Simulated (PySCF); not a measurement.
SMILES COC(=O)c1ccc(C)cc1 (C₉H₁₀O₂) at its GFN2-xTB optimised geometry (Å):

```
21

C      3.8765     1.1486    -0.0075
O      2.4587     1.1198    -0.0052
C      1.9006    -0.1037    -0.0001
O      2.5534    -1.1197     0.0033
C      0.4224    -0.0567    -0.0002
C     -0.2794    -1.2609     0.0000
C     -1.6586    -1.2609     0.0000
C     -2.3699    -0.0643     0.0000
C     -3.8666    -0.0733    -0.0217
C     -1.6628     1.1334     0.0000
C     -0.2817     1.1443    -0.0001
H      4.2652     0.6516    -0.8990
H      4.2685     0.6384     0.8751
H      4.1603     2.1980    -0.0005
H      0.2795    -2.1845     0.0011
H     -2.1965    -2.1980     0.0009
H     -4.2204    -0.2419    -1.0393
H     -4.2685     0.8758     0.3241
H     -4.2572    -0.8735     0.6031
H     -2.2039     2.0690     0.0009
H      0.2586     2.0780     0.0012
```

Calculation: CAM-B3LYP/def2-SVP (PySCF 2.14.0).

Map of the electrostatic potential (hartree/e), clipped to [-0.08, 0.12] on the plane z = 1.2 Å:

```
|-------------------------|
|-------------------------|
|-------------------------|
|-------------------------|
|-------------------------|
|-------------------------|
|---------------::--------|
|---------------:::-===---|
|----==--------::.:-====--|
|---===--==-==-:..:=*+==--|
|---=*+=-=+==+-----+@@#=--|
|---=++===---===++++@@@=--|
|---=+*+++---=+*%#+=*@+=--|
|---+@#++=---==+*+-::-----|
|--=*@#====-==---:.  .:::-|
|--=+*+=-==-==-:.    .::::|
|---===--------:.    .::::|
|--------------:..  ..::::|
|--------------::....:::::|
|-------------::::.:::::::|
|-------------::::::::::::|
|-------------::::::::::::|
|-------------::::::::::::|
|-------------::::::::::::|
|--------------:::::::::::|
```
Scale: ten equal steps from -0.057 (start of ' ') to 0.120 (end of '@'), in the order ' .:-=+*#%@'; x runs from -6.50 to 6.50, y from -6.50 (bottom) to 6.50 (top).
